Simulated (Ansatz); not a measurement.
Cost and result up the ladder for In₄P₄H₁₄, a cluster cut from wurtzite InP (hydrogen-capped) (22 atoms). Charge 0, multiplicity 1. Geometry: PBE-D4/def2-SVP.

```xyz
22

In    1.215   -2.683    0.390
P    -1.385   -2.011    0.778
In    2.046    1.513    1.535
P     1.955   -0.296   -0.333
P    -0.649    1.725    1.783
In   -2.372    0.360    0.404
In    1.173    0.498   -2.684
P    -1.427    0.812   -1.970
H     1.748   -3.038    2.007
H     1.119   -3.747   -0.982
H    -1.830   -2.375    2.090
H    -2.265   -2.878    0.054
H     2.499    0.811    3.060
H     2.478    3.065    0.879
H     3.356   -0.507   -0.572
H    -1.064    1.546    3.142
H    -1.084    3.082    1.650
H    -4.064    0.616    0.692
H     1.089   -0.837   -3.795
H     1.671    2.136   -2.987
H    -2.300    0.086   -2.842
H    -1.907    2.120   -2.300
```

Ansatz on 2 threads of AMD EPYC 7R13 on a shared host and a share (18 GiB) of an NVIDIA H100 80GB HBM3. Times are rough, and most runs start from the orbitals of an earlier one. PBE0-D4/def2-TZVP serves as the yardstick here, not as an exact answer. Differences are given only for rows in sets of like size (and for xTB, whose basis is part of the method), since another set adds its own error. Binding counts from free atoms at the same level (In doublet, P quartet, H doublet; other spins of the atoms weren't run), without zero-point energy or a counterpoise term.

In the def2 sets In takes a core potential, while STO-3G treats all electrons; there is no spin–orbit coupling. Correlated methods freeze 36 core orbitals; core or outer-core shells of In are correlated, in sets that lack core-valence functions. The rows differ in basis, and correlated rows in double-zeta sets carry the largest basis error. Single mean-field runs in def2-TZVP are fitted with def2-universal-jkfit.

Correlated methods converge slowly with the basis, most of all in double-zeta sets.

```
                            level  functions  wall time  binding energy per atom (eV)  difference from PBE0-D4/def2-TZVP (eV)
                    MP2/def2-TZVP        432      7.5 s                          2.27                                   -0.17
                        HF/STO-3G        158      8.5 s                          3.08                                       –
                  PBE-D4/def2-SVP        246       11 s                          2.43                                       –
   PBE-D4/def2-TZVP (with forces)        432       11 s                          2.45                                    0.00
               BHLYP-D4/def2-TZVP        432       11 s                          2.44                                    0.00
                 PBE0-D4/def2-SVP        246       11 s                          2.42                                       –
                PBE0-D4/def2-TZVP        432       12 s                          2.44                                    0.00
r2SCAN-D4/def2-TZVP (with forces)        432       13 s                          2.46                                    0.02
                 CCSD(T)/def2-SVP        246       14 s                          2.25                                       –
```
